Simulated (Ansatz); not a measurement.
Correlation energies of BH₄NOSi, SMILES `O[SiH]1BN1` by basis set

```xyz
8

O     1.430   -0.160    1.269
Si    0.527   -0.388   -0.086
B    -0.422    1.004   -0.981
N    -1.114    0.196   -0.084
H     1.686   -0.944    1.757
H     0.662   -1.811   -0.489
H    -0.707    1.941   -1.654
H    -2.061    0.161    0.266
```

Charge 0, multiplicity 1. Geometry: relaxed with PBE0-D4/def2-TZVP. It is one conformer, not always the lowest. Frozen core, restricted reference, the Gaussian-basis code of Ansatz. CBS rows extrapolate triple and quadruple zeta; past MP2 they add the triple-zeta difference.

```csv
basis,HF (Eh),MP2 corr.,CCSD corr.,(T),CCSD(T) total
def2-SVP,-445.08302,-0.52875,-0.56140,-0.01663,-445.66105
def2-TZVPP,-445.38408,-0.66140,-0.68702,?,?
def2-QZVPP,?,?,–,–,–
CBS(def2),-445.40334,?,-0.77402,as TZ,?
```

(1) Fill in the withheld values. (An estimate is asked.)

## Answers

(1) Computed: def2-TZVPP (T): -0.02817; def2-TZVPP CCSD(T) total: -446.09927; def2-QZVPP HF (Eh): -445.40101; def2-QZVPP MP2 corr.: -0.71139; CBS(def2) MP2 corr.: -0.74841; CBS(def2) CCSD(T) total: -446.20553.
